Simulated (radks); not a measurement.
Results of a calculation; reference values are marked as such.
Valence configurations of neutral nitrogen (all share [He]). Level of theory: scalar-relativistic Kohn-Sham, r2SCAN, spin-polarised, spherical densities, finite nucleus; open shells are filled with parallel spins first; meta-GGA in the generalised Kohn-Sham scheme; Fermi nuclear charge, rms radius 2.5582 fm (a radial shooting solver on a logarithmic mesh with Libxc functionals). Energies are relative to 2s2 2p3; eigenvalues in eV for spin up.

valence,E (eV),moment (Bohr magnetons),e(2p),e(2s)
2s2 2p3,0.000,3,-8.890,-21.381
2s1.5 2p3.5,6.046,3,-9.483,-22.065
2s1 2p4,11.798,3,-10.176,-22.854
2s0.5 2p4.5,20.777,2,-9.712,-22.292
2p5,28.615,1,-9.080,-

NIST lists [He] 2s2 2p3 as the ground configuration; this level of theory agrees among the configurations tried. The energies are those of spherical high-spin densities, not of single terms.
